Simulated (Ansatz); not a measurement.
Dissociation curve of CH3BO, SMILES [O+]#C[BH3-]. The B1–C5 bond (B1 also carries H, H, H; C5 carries O) is stretched with both fragments frozen at the PBE0/def2-TZVP optimised geometry.

- RKS-PBE = Ansatz (a program for electronic structure) with restricted PBE/cc-pVTZ
- UKS-PBE = unrestricted PBE/cc-pVTZ run with Ansatz
- UKS-B3LYP = unrestricted B3LYP/cc-pVTZ run with Ansatz
- UCCSD(T) = CCSD(T) on UHF/cc-pVTZ, frozen core in Ansatz

Energies relative to the lowest point of each curve near equilibrium, in eV; the last columns give the difference from UCCSD(T):

| R / Å | RKS-PBE | UKS-PBE | UKS-B3LYP | UCCSD(T) | RKS-PBE − UCCSD(T) | UKS-PBE − UCCSD(T) | UKS-B3LYP − UCCSD(T) |
|---|---|---|---|---|---|---|---|
| 1.15 | 3.280 | 3.280 | 3.319 | 3.665 | -0.385 | -0.385 | -0.346 |
| 1.22 | 1.807 | 1.807 | 1.846 | 2.107 | -0.300 | -0.300 | -0.261 |
| 1.30 | 0.788 | 0.788 | 0.822 | 1.002 | -0.214 | -0.214 | -0.180 |
| 1.35 | 0.407 | 0.407 | 0.437 | 0.572 | -0.165 | -0.165 | -0.135 |
| 1.41 | 0.138 | 0.138 | 0.159 | 0.246 | -0.108 | -0.108 | -0.087 |
| 1.48 | 0.010 | 0.010 | 0.017 | 0.055 | -0.045 | -0.045 | -0.037 |
| 1.51 | 0.000 | 0.000 | 0.000 | 0.018 | -0.018 | -0.018 | -0.018 |
| 1.55 | 0.018 | 0.018 | 0.007 | 0.000 | 0.018 | 0.018 | 0.007 |
| 1.62 | 0.111 | 0.111 | 0.077 | 0.032 | 0.079 | 0.079 | 0.045 |
| 1.66 | 0.189 | 0.189 | 0.140 | 0.075 | 0.113 | 0.113 | 0.064 |
| 1.77 | 0.448 | 0.448 | 0.354 | 0.244 | 0.205 | 0.205 | 0.110 |
| 1.87 | 0.702 | 0.702 | 0.562 | 0.420 | 0.281 | 0.281 | 0.142 |
| 2.07 | 1.158 | 1.158 | 0.929 | 0.748 | 0.410 | 0.410 | 0.181 |
| 2.24 | 1.457 | 1.457 | 1.165 | 0.967 | 0.490 | 0.490 | 0.198 |
| 2.47 | 1.743 | 1.743 | 1.388 | 1.179 | 0.565 | 0.565 | 0.209 |
| 2.70 | 1.928 | 1.928 | 1.532 | 1.317 | 0.611 | 0.611 | 0.215 |
| 3.05 | 2.090 | 2.090 | 1.658 | 1.441 | 0.649 | 0.649 | 0.217 |
| 3.30 | 2.153 | 2.153 | 1.708 | 1.492 | 0.661 | 0.661 | 0.216 |
| 3.70 | 2.209 | 2.209 | 1.752 | 1.539 | 0.670 | 0.670 | 0.213 |
| 4.05 | 2.235 | 2.235 | 1.771 | 1.562 | 0.673 | 0.673 | 0.209 |
| 4.55 | 2.255 | 2.255 | 1.784 | 1.580 | 0.675 | 0.675 | 0.204 |
| 5.32 | 2.269 | 2.269 | 1.793 | 1.593 | 0.676 | 0.676 | 0.200 |

RKS-PBE is furthest from UCCSD(T) at 5.32 (0.676 eV, above); its mean absolute difference over the points is 0.364 eV.

UKS-PBE is furthest from UCCSD(T) at 5.32 (0.676 eV, above); its mean absolute difference over the points is 0.364 eV.

UKS-B3LYP is furthest from UCCSD(T) at 1.15 (-0.346 eV, below); its mean absolute difference over the points is 0.159 eV.
